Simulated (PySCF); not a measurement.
Species: C6H11O2 (doublet state).
Cartesian coordinates in Å at the GFN2-xTB level; atoms count from 1:
```xyz
19
C6H11O2 angstrom
C      2.6572   -0.6364   -0.2145
O      1.4247   -0.2576   -0.7832
C      0.7202    0.7217   -0.0270
C     -0.4108    1.2005   -0.8614
C     -1.6751    0.4362   -0.8682
C     -1.9886   -0.0879    0.5381
C     -0.7308   -0.7298    1.1160
O      0.3211    0.2132    1.2195
H      2.5225   -1.0124    0.8043
H      3.0559   -1.4240   -0.8511
H      3.3525    0.2113   -0.1927
H      1.4118    1.5471    0.2184
H     -0.2082    1.9395   -1.6140
H     -1.5700   -0.4305   -1.5408
H     -2.4945    1.0459   -1.2562
H     -2.2851    0.7453    1.1773
H     -2.7997   -0.8159    0.5104
H     -0.8985   -1.0869    2.1342
H     -0.4144   -1.5702    0.4833
```

The hyperfine couplings belong to this conformer and change with its torsions.

Identity: `CO[C@H]1[CH]CCCO1` [radical].

Theory: UKS B3LYP, pcH-1 on C H O, non-relativistic, mean-field spin-orbit, GIAO (PySCF 2.14.0). The structure is a single GFN2-xTB conformer in the gas phase; no vibrational or solvent corrections. Couplings are sensitive to structure, and on GFN2-xTB geometries they can be far from those on DFT ones. The SCF solution wasn't tested for stability.

Match the computed a_iso(13C) values +104.5, -30.0, -21.8, +15.7, +6.2, -1.5 MHz with the sites C1; C3; C4; C5; C6; C7.

```tsv
site	a_iso (MHz)	ρ(0) (bohr⁻³)	position	distance from C4 (Å)	spin population	largest |T| (MHz)
C1	+6.2	+0.0055	3 bonds from C4	3.63	+0.01	3.2
C3	-21.8	-0.0194	1 bond from C4	1.48	-0.05	2.2
C4	+104.5	+0.0930	largest spin population	0.00	+1.02	161.3
C5	-30.0	-0.0266	1 bond from C4	1.48	-0.08	2.4
C6	+15.7	+0.0140	2 bonds from C4	2.47	+0.02	4.4
C7	-1.5	-0.0013	3 bonds from C4	2.78	0.00	1.3
```

The isotropic 17O couplings are -67.0, -1.5 MHz. Assign them to O2; O8.

```csv
site,a_iso (MHz),ρ(0) (bohr⁻³),position,distance from C4 (Å),spin population,largest |T| (MHz)
O2,-67.0,+0.1106,2 bonds from C4,2.35,+0.02,10.9
O8,-1.5,+0.0025,2 bonds from C4,2.42,+0.01,6.2
```

ρ(0) is the spin density at the nucleus and T the dipolar tensor; entries for several nuclei are means. Largest spin populations (Mulliken): C4 (+1.02), C5 (-0.08) and H14 (+0.07). No atom but C4 exceeds +0.15. The positive populations add up to 1.18 and the negative ones to -0.18, together 2S = 1. The angles at C4 add up to 358.3°, so it is nearly planar; its axial dipolar tensor and the negative coupling of its proton fit spin in a p orbital normal to that plane.

Nuclei that the bonding pattern makes equivalent are averaged, as if the motion that swaps them (rotation, inversion, ring flip) were fast.

The run took 84 s of wall time (with the writing of density and orbital grids) on Arm Neoverse V1, one thread, shared host with 64 logical CPUs at a one-minute load of 15, and the process peaked at 0.97 GiB of memory.
